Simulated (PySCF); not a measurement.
Gas-phase reaction: 4 O + 2 Si2H5 → (H2SiO)3 + H3SiOH

Method: PySCF energies (xtb for GFN2) plus ideal-gas RRHO corrections (1 bar). † marks an energy on the PBE0/def2-TZVP geometry and frequencies; other levels use their own. 6-31G* has spherical d functions here. Open shells (unrestricted): O (multiplicity 3, electronic degeneracy 9), Si2H5 (multiplicity 2); the rest are closed-shell singlets. GFN2 has no spin-polarisation term. Spin-orbit splitting is ignored; it lowers the true energy and changes the entropy of O. B3LYP is the form with VWN-RPA correlation. Si2H5, (H2SiO)3, H3SiOH: computed as isolated molecules; such fragments, hydroxides, amides, oligomers or adducts are transient or little studied in the gas. The harmonic model lacks anharmonicity and excited electronic states, which grow with temperature; levels with a mode under 35 cm⁻¹ are left out. Internal rotation in Si2H5, H3SiOH is treated as a harmonic vibration of one conformer, which makes the entropy rough. Soft modes under 120 cm⁻¹ make the harmonic entropy rough for (H2SiO)3.

| level | ΔE electronic, kJ | ΔH°(298 K), kJ | ΔS°(298 K), J/K | ΔG°(1600 K), kJ |
|---|---|---|---|---|
| B3LYP/6-31G* | -2746 | -2693 | -617 | -1675 |
| B3LYP/def2-TZVP† | -2876 | -2822 | -622 | -1795 |
| BLYP/def2-TZVP† | -2887 | -2833 | -622 | -1807 |
| GFN2-xTB | -4540 | -4492 | -626 | -3469 |
| HF/6-31G* | -1927 | -1869 | -624 | -836 |
| HF/def2-TZVP† | -2077 | -2024 | -622 | -997 |
| PBE/def2-SVP | -2863 | -2813 | -615 | -1800 |
| PBE0/def2-SVP† | -2750 | -2696 | -622 | -1669 |
| PBE0/def2-TZVP | -2847 | -2794 | -622 | -1767 |
| ωB97M-V/def2-TZVP† | -2976 | -2923 | -622 | -1896 |
| ωB97X-V/def2-TZVP† | -2946 | -2893 | -622 | -1866 |
ΔH° is lowest at GFN2-xTB and highest at HF/6-31G*. No reference value is set beside these.
